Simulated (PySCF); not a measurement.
Steps of a relaxation of [Eu(H2O)8]3+

[Eu(H2O)8]3+ (singlet in the valence; each metal's 4f electrons, 6 of them, lie in its core potential, out of spins and levels; a saddle point, relaxed within its symmetry). PySCF 2.14.0, RKS TPSS, Eu lcecp-1-SVP with ECP52, O def2-SVP, H def2-SVP; non-relativistic Hamiltonian with scalar-relativistic core potentials where named; density fitting; no spin-orbit coupling. Origin of the start: template. Columns: position (Å) and force (eV/Å). Energies are counted from the last step; some of the 10 steps are shown. Forces carry noise of the integration grid, about 0.01 to 0.03 eV/Å.

Run from Python with OMP_NUM_THREADS=4. Where DIIS fails, smearing, a level shift and second-order steps follow.
It took 3.9 min on 4 threads of Arm Neoverse V2, on a shared host, from the converged density of the start.

```xyz
25
step 0  E = 0.109 eV
Eu    0.0000    0.0000    0.0000     0.00    0.00    0.00
O     2.1647    0.0000    1.2999    -0.84    0.00   -0.37
H     2.2741    0.0000    2.2638     0.17    0.00    0.48
H     3.0669    0.0000    0.9435     0.47    0.00   -0.19
O     0.0000    2.1647    1.2999     0.00   -0.84   -0.37
H     0.0000    2.2741    2.2638     0.00    0.17    0.48
H     0.0000    3.0669    0.9435     0.00    0.47   -0.19
O    -2.1647    0.0000    1.2999     0.84    0.00   -0.37
H    -2.2741    0.0000    2.2638    -0.17    0.00    0.48
H    -3.0669    0.0000    0.9435    -0.47    0.00   -0.19
O     0.0000   -2.1647    1.2999     0.00    0.84   -0.37
H     0.0000   -2.2741    2.2638     0.00   -0.17    0.48
H     0.0000   -3.0669    0.9435     0.00   -0.47   -0.19
O     1.5307    1.5307   -1.2999    -0.59   -0.59    0.37
H     2.1686    2.1686   -0.9435     0.33    0.33    0.19
H     1.6080    1.6080   -2.2638     0.12    0.12   -0.49
O    -1.5307    1.5307   -1.2999     0.59   -0.59    0.37
H    -2.1686    2.1686   -0.9435    -0.33    0.33    0.19
H    -1.6080    1.6080   -2.2638    -0.12    0.12   -0.49
O    -1.5307   -1.5307   -1.2999     0.59    0.59    0.37
H    -2.1686   -2.1686   -0.9435    -0.33   -0.33    0.19
H    -1.6080   -1.6080   -2.2638    -0.12   -0.12   -0.49
O     1.5307   -1.5307   -1.2999    -0.59    0.59    0.37
H     2.1686   -2.1686   -0.9435     0.33   -0.33    0.19
H     1.6080   -1.6080   -2.2638     0.12   -0.12   -0.49
```

```xyz
25
step 3  E = 0.008 eV
Eu    0.0000    0.0000    0.0000     0.00    0.00    0.00
O     2.1311    0.0000    1.2861     0.09    0.00    0.08
H     2.2892    0.0000    2.2559    -0.03    0.00   -0.06
H     3.0372    0.0000    0.9068    -0.08    0.00   -0.04
O     0.0000    2.1311    1.2861     0.00    0.09    0.08
H     0.0000    2.2892    2.2559     0.00   -0.03   -0.06
H     0.0000    3.0372    0.9068     0.00   -0.08   -0.04
O    -2.1311    0.0000    1.2861    -0.09    0.00    0.08
H    -2.2892    0.0000    2.2559     0.03    0.00   -0.06
H    -3.0372    0.0000    0.9068     0.08    0.00   -0.04
O     0.0000   -2.1311    1.2861     0.00   -0.09    0.08
H     0.0000   -2.2892    2.2559     0.00    0.03   -0.06
H     0.0000   -3.0372    0.9068     0.00    0.08   -0.04
O     1.5069    1.5069   -1.2861     0.07    0.07   -0.08
H     2.1477    2.1476   -0.9068    -0.05   -0.05    0.04
H     1.6187    1.6187   -2.2559    -0.02   -0.02    0.05
O    -1.5069    1.5069   -1.2861    -0.07    0.07   -0.08
H    -2.1476    2.1477   -0.9068     0.05   -0.05    0.04
H    -1.6187    1.6187   -2.2559     0.02   -0.02    0.05
O    -1.5069   -1.5069   -1.2861    -0.07   -0.07   -0.08
H    -2.1477   -2.1476   -0.9068     0.05    0.05    0.04
H    -1.6187   -1.6187   -2.2559     0.02    0.02    0.05
O     1.5069   -1.5069   -1.2861     0.07   -0.07   -0.08
H     2.1476   -2.1477   -0.9068    -0.05    0.05    0.04
H     1.6187   -1.6187   -2.2559    -0.02    0.02    0.05
```

```xyz
25
step 6  E = 0.001 eV
Eu    0.0000    0.0000    0.0000     0.00    0.00    0.00
O     2.1295    0.0000    1.2782     0.00    0.00   -0.01
H     2.3035    0.0000    2.2436     0.02    0.00    0.01
H     3.0227    0.0000    0.8734     0.01    0.00    0.00
O     0.0000    2.1295    1.2782     0.00    0.00   -0.01
H     0.0000    2.3035    2.2436     0.00    0.02    0.01
H     0.0000    3.0227    0.8734     0.00    0.01    0.00
O    -2.1295    0.0000    1.2782     0.00    0.00   -0.01
H    -2.3035    0.0000    2.2436    -0.02    0.00    0.01
H    -3.0227    0.0000    0.8734    -0.01    0.00    0.00
O     0.0000   -2.1295    1.2782     0.00    0.00   -0.01
H     0.0000   -2.3035    2.2436     0.00   -0.02    0.01
H     0.0000   -3.0227    0.8734     0.00   -0.01    0.00
O     1.5058    1.5058   -1.2782     0.00    0.00    0.01
H     2.1374    2.1373   -0.8734     0.01    0.01    0.00
H     1.6289    1.6288   -2.2436     0.01    0.01   -0.01
O    -1.5058    1.5058   -1.2782     0.00    0.00    0.01
H    -2.1373    2.1374   -0.8734    -0.01    0.01    0.00
H    -1.6288    1.6289   -2.2436    -0.01    0.01   -0.01
O    -1.5058   -1.5058   -1.2782     0.00    0.00    0.01
H    -2.1374   -2.1373   -0.8734    -0.01   -0.01    0.00
H    -1.6289   -1.6288   -2.2436    -0.01   -0.01   -0.01
O     1.5058   -1.5058   -1.2782     0.00    0.00    0.01
H     2.1373   -2.1374   -0.8734     0.01   -0.01    0.00
H     1.6288   -1.6289   -2.2436     0.01   -0.01   -0.01
```

Question: Where does the relaxation end?

Answer: It converges at step 9 in D4d:
```xyz
25
step 9  E = 0
Eu    0.0000    0.0000    0.0000
O     2.1388    0.0000    1.2698
H     2.3242    0.0000    2.2334
H     3.0277    0.0000    0.8552
O     0.0000    2.1388    1.2698
H     0.0000    2.3242    2.2334
H     0.0000    3.0277    0.8552
O    -2.1388    0.0000    1.2698
H    -2.3242    0.0000    2.2334
H    -3.0277    0.0000    0.8552
O     0.0000   -2.1388    1.2698
H     0.0000   -2.3242    2.2334
H     0.0000   -3.0277    0.8552
O     1.5124    1.5123   -1.2698
H     2.1409    2.1409   -0.8552
H     1.6435    1.6435   -2.2334
O    -1.5123    1.5124   -1.2698
H    -2.1409    2.1409   -0.8552
H    -1.6435    1.6435   -2.2334
O    -1.5124   -1.5123   -1.2698
H    -2.1409   -2.1409   -0.8552
H    -1.6435   -1.6435   -2.2334
O     1.5123   -1.5124   -1.2698
H     2.1409   -2.1409   -0.8552
H     1.6435   -1.6435   -2.2334
```

Question: How did the contacts change?

Answer: 
```
      contact  start (Å)  end (Å)
 Eu1–O2 (H2O)      2.525    2.487
 Eu1–O5 (H2O)      2.525    2.487
 Eu1–O8 (H2O)      2.525    2.487
Eu1–O11 (H2O)      2.525    2.487
Eu1–O14 (H2O)      2.525    2.487
Eu1–O17 (H2O)      2.525    2.487
Eu1–O20 (H2O)      2.525    2.487
Eu1–O23 (H2O)      2.525    2.487
```


An lcecp potential fixes the number of 4f electrons, so in runs with it no electron can move into or out of that shell.
